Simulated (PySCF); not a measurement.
# Radial density of Zr¹⁹⁺ (zirconium, charge +19)

MN15, [Ar] 3d3, high-spin 4F determinant. Calculation: PySCF 2.14, in an uncontracted even-tempered set (17 s from 1.7 bohr⁻², ratio 2.5; 11 p from 2.2 bohr⁻², ratio 2.5; 8 d from 2.2 bohr⁻², ratio 2.5; 4 f from 8.8 bohr⁻², ratio 2.7; 4 g from 13 bohr⁻², ratio 2.7); the non-relativistic Hamiltonian (point nucleus).

```json
{"r (bohr)": "0.000644", "4πr²ρ (e/bohr)": "0.2249", "4πr²(ρα − ρβ)": "0.0000"}
{"r (bohr)": "0.00108", "4πr²ρ (e/bohr)": "0.6136", "4πr²(ρα − ρβ)": "0.0000"}
{"r (bohr)": "0.00182", "4πr²ρ (e/bohr)": "1.633", "4πr²(ρα − ρβ)": "-0.0001"}
{"r (bohr)": "0.00307", "4πr²ρ (e/bohr)": "4.170", "4πr²(ρα − ρβ)": "-0.0003"}
{"r (bohr)": "0.00516", "4πr²ρ (e/bohr)": "9.934", "4πr²(ρα − ρβ)": "-0.0006"}
{"r (bohr)": "0.00867", "4πr²ρ (e/bohr)": "21.10", "4πr²(ρα − ρβ)": "-0.0014"}
{"r (bohr)": "0.0146", "4πr²ρ (e/bohr)": "37.13", "4πr²(ρα − ρβ)": "-0.0027"}
{"r (bohr)": "0.0245", "4πr²ρ (e/bohr)": "48.81", "4πr²(ρα − ρβ)": "-0.0045"}
{"r (bohr)": "0.0413", "4πr²ρ (e/bohr)": "45.22", "4πr²(ρα − ρβ)": "-0.0002"}
{"r (bohr)": "0.0694", "4πr²ρ (e/bohr)": "46.33", "4πr²(ρα − ρβ)": "0.1278"}
{"r (bohr)": "0.117", "4πr²ρ (e/bohr)": "59.54", "4πr²(ρα − ρβ)": "1.2249"}
{"r (bohr)": "0.196", "4πr²ρ (e/bohr)": "34.87", "4πr²(ρα − ρβ)": "5.2325"}
{"r (bohr)": "0.330", "4πr²ρ (e/bohr)": "31.55", "4πr²(ρα − ρβ)": "8.1722"}
{"r (bohr)": "0.556", "4πr²ρ (e/bohr)": "15.49", "4πr²(ρα − ρβ)": "3.1539"}
{"r (bohr)": "0.935", "4πr²ρ (e/bohr)": "0.4788", "4πr²(ρα − ρβ)": "0.1228"}
{"r (bohr)": "1.57", "4πr²ρ (e/bohr)": "0.0005335", "4πr²(ρα − ρβ)": "0.0002"}
```

A non-relativistic calculation at this Z misses sizeable relativistic shifts. Spin-orbit coupling, absent here, splits the open shell strongly.

(1) Where is the radial spin density 4πr²(ρα − ρβ) most negative, and why is it negative at all?

Results:

(1) Around r = 0.0245 bohr, down to -0.0045 e/bohr: exchange with the open shell polarises the paired shells in an unrestricted calculation.
